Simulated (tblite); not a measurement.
Run record: tight-binding relaxation, `[SiH2]1[C@H]([GeH2][F])[SiH2][CH2][GeH2]1`.

Computed with GFN2-xTB geometry optimisation, gas phase (tblite 0.8.0). Start geometry: from a force field or distance geometry. The command runs a driver script over a list of jobs; the input below is this job's line of settings and its coordinates in Å.

Command:
```bash
OMP_NUM_THREADS=1 python probes_run.py task.json out
```

Input:
```
{"job": {"kind": "relax", "xc": "GFN2-xTB", "basis": "xTB"}, "charge": 0, "multiplicity": 1}
F      3.101400     1.840200    -0.410500
Ge     1.944800     0.677000    -1.056900
C      1.166200    -0.333400     0.423600
Si    -0.051400    -1.579200    -0.278400
C     -1.624500    -0.687900    -0.740900
Ge    -1.930600     0.692400     0.582300
Si     0.177000     0.828500     1.504700
H      2.693200    -0.300400    -1.993100
H      0.837500     1.407400    -1.826900
H      1.949800    -0.834900     1.008500
H     -0.374600    -2.554200     0.789500
H      0.517400    -2.294900    -1.424600
H     -2.485300    -1.388200    -0.771900
H     -1.479100    -0.210300    -1.742800
H     -2.950900     0.221000     1.648000
H     -2.341500     2.027300    -0.076100
H      0.705700     2.200500     1.472900
H      0.136200     0.295400     2.881200
```

Output:
```
step      E/eV     max force
  0    -597.15951    1.506
  1    -597.26242    0.590
  2    -597.32043    0.590
  3    -597.37064    0.743
  4    -597.42658    0.617
  5    -597.46054    0.542
  6    -597.48200    0.307
  7    -597.49403    0.289
  8    -597.50316    0.189
  9    -597.51140    0.247
... (33 lines left out)
 43    -597.53937    0.016
 44    -597.53941    0.016
 45    -597.53944    0.018
 46    -597.53948    0.021
 47    -597.53951    0.015
 48    -597.53954    0.010
 49    -597.53955    0.010
 50    -597.53956    0.012
 51    -597.53958    0.010
 52    -597.53959    0.007
```

«max force» is the largest atomic force in eV/Å.

Question: From which step on does the largest force stay under 0.1 eV/Å, and how much energy is left to gain from there?

Answer: From step 15 (0.086 eV/Å), 6.8 meV above the end.

Main results: energy lowered by 8.8 kcal/mol over 52 steps; largest atomic force 0.007 eV/Å at the end.

Question: Where do the atoms end?

Answer: 0.122 Å rms from the input after alignment:
```
atom  x, y, z in Å
F1     3.0495    1.7847   -0.4153
Ge2    1.9015    0.6286   -1.0897
C3     1.1252   -0.3598    0.4182
Si4   -0.0920   -1.6766   -0.2464
C5    -1.6415   -0.7005   -0.7452
Ge6   -1.9109    0.7424    0.6089
Si7    0.2265    0.8764    1.5644
H8     2.7950   -0.1432   -2.0364
H9     0.9797    1.5512   -1.8537
H10    1.9521   -0.8438    0.9383
H11   -0.3795   -2.6131    0.8494
H12    0.4883   -2.4027   -1.3872
H13   -2.5073   -1.3523   -0.8280
H14   -1.4896   -0.2522   -1.7272
H15   -3.0248    0.2924    1.5304
H16   -2.5514    1.9256   -0.0936
H17    0.8188    2.2151    1.5721
H18    0.2516    0.3339    2.9293
```

Hardware: an Arm Neoverse V2 with one thread (shared host). Cost: 0.47 s.
Labels such as C1 count atoms from 1, the log's own numbers from 0.
